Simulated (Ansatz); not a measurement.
Computed with Ansatz.

A structure relaxed at PBE0-D4/def2-TZVP, charge 0, multiplicity 1:

```csv
atom,x (Å),y (Å),z (Å)
N1,1.1679,-0.7689,1.4656
Al2,0.4976,-0.7294,-0.1603
F3,0.9943,-1.9084,-1.2086
Si4,-1.0942,0.9601,-0.9015
H5,0.9398,-0.1055,2.1881
H6,1.8281,-1.4490,1.8074
H7,-0.5421,1.7630,-2.0281
H8,-2.3644,0.3386,-1.3692
H9,-1.4270,1.8995,0.2064
```

Task: Give its formula and SMILES.

Result: AlFH5NSi, `[NH2][Al]([F])[SiH3]`.

Task: Point group (tolerance 0.08 Å, 0.16 Å for H)?

Result: Cs.

Task: Summarise the bond lengths by kind.

Result: 1 × Al–N 1.759 Å; 2 × H–N 1.007 to 1.008 Å; 1 × Al–F 1.654 Å; 1 × Al–Si 2.437 Å; 3 × H–Si 1.489 to 1.490 Å.
